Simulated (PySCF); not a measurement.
# Potential energy of SiHg along the bond

Set-up: Si def2-SVP, Hg def2-SVP with ECP60; scalar-relativistic core potentials (PySCF 2.14). Energies in eV from Si + Hg in their ground configurations at the same level. State: ³Σ⁻ (triplet), unpaired electrons π ↑↑.

```tsv
R (Å)	UHF-CCSD	B2PLYP	UHF
2.237		0.0884	0.8429
2.341	0.0393	-0.1615	0.4993
2.445	-0.1161	-0.2938	0.2786
2.523	-0.1810	-0.3425	0.1686
2.601	-0.2163	-0.3622	0.0921
2.679	-0.2314	-0.3626	0.0398
2.783	-0.2319	-0.3444	-0.0043
2.913	-0.2155	-0.3062	-0.0328
3.069	-0.1863	-0.2535	-0.0454
3.277		-0.1878	-0.0453
```

Task: Put a parabola through the three lowest points of the UHF-CCSD curve and estimate Re, k and ωe (reduced mass 24.57 u; 1 eV/Å² = 0.16022 mdyn/Å; ωe = 1302.8·√(k/μ) cm⁻¹).

Result: Through R = 2.679, 2.783, 2.913 Å the second-order coefficient is 0.560 eV/Å², so Re ≈ 2.735 Å, k ≈ 0.179 mdyn/Å and ωe ≈ 111 cm⁻¹. A polynomial fit of higher order to the unrounded UHF-CCSD energies gives Re = 2.731 Å, k = 0.254 mdyn/Å, ωe = 133 cm⁻¹; anharmonicity and rounding make the difference.

The higher-order fit for each curve: UHF-CCSD: Re = 2.731 Å, ωe = 133 cm⁻¹, De = 0.234 eV; B2PLYP: Re = 2.641 Å, ωe = 168 cm⁻¹, De = 0.364 eV; UHF: Re = 3.162 Å, ωe = 55.5 cm⁻¹, De = 0.047 eV.

Correlated steps freeze 5 core orbitals. The bond is weak. Basis-set superposition, not corrected here, can be much of De in a small basis, most of all at correlated wavefunction levels. Functionals without a dispersion term scatter widely for such bonds, and LDA overbinds them. These are scalar-relativistic numbers at best; spin–orbit coupling would shift them, the dissociation energy most. B2PLYP dipoles, levels and charges come from its SCF part alone. The state was picked by a PBE0 search and need not be the measured ground state.
